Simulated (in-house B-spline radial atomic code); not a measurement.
Values are calculated unless marked as measured or tabulated.
## Two electrons in InAs: a parabolic dot with ħω = 3.82 meV in all three directions

For InAs the NSM archive of the Ioffe Institute lists m* = 0.023 m0 and ε = 15.15. In so narrow a gap the band flattens within tens of meV, so real spacings are smaller, by up to some tenths.

Effective-mass model with parabolic bands, a uniform dielectric constant, no image charges, no central-cell or spin-orbit terms. Two-electron levels come from full CI in B-splines with partial waves to l = 5 (up to 0.001 effective hartree above the limit).

Problem. What are the effective units, and what is the potential in them?

Solution. Ha* = 27211.386 meV × 0.023/15.15² = 2.727 meV and a* = 0.0529177 nm × 15.15/0.023 = 34.86 nm. The frequency is ω = 1.4 Ha*. The one-electron levels are 3ω/2 = 2.1000 and 5ω/2 = 3.5000 Ha*.

In these units the lowest s and p orbitals lie at 2.1000 and 3.5000, and their Coulomb and exchange integrals are J_ss = 0.9441, J_sp = 0.7867 and K_sp = 0.1573. (For a parabolic well J_ss = √(2ω/π).) Full CI gives 5.0751 for the ground singlet, 6.2124 for the sp triplet, 6.4754 for the sp singlet and 7.6124 for the lowest triplet of two s orbitals.

Problem. What does it cost to add the second electron, to first order and exactly?

Solution. To first order E = 2ε_s + J_ss = 5.1441, so the charging energy E(2) − 2E(1) is J_ss = 2.574 meV. CI gives 5.0751 − 2 × (2.1000) = 0.8751, or 2.386 meV: relaxation and correlation lower it by 0.188 meV, 7.3 % of J_ss. The s² configuration of one-electron orbitals holds 98.1 % of the state, and the mean radius is 35.1 nm.

Problem. How far above the singlet do the triplets lie?

Solution. To first order the sp triplet lies at ε_s + ε_p + J_sp − K_sp = 6.2294, which is 2.959 meV above 2ε_s + J_ss. CI gives 6.2124 − (5.0751) = 1.1373, or 3.101 meV, 81 % of the orbital spacing of 3.818 meV. The ss triplet lies 6.919 meV up, so the lower of the two is the sp one, and its gap equals k_BT at 36 K. The sp singlet-triplet splitting is 0.7171 meV, against 2K_sp = 0.8581 meV. The sp singlet lies ħω above the ground state (1.4003 against 1.4), as Kohn's theorem demands for a parabolic well.
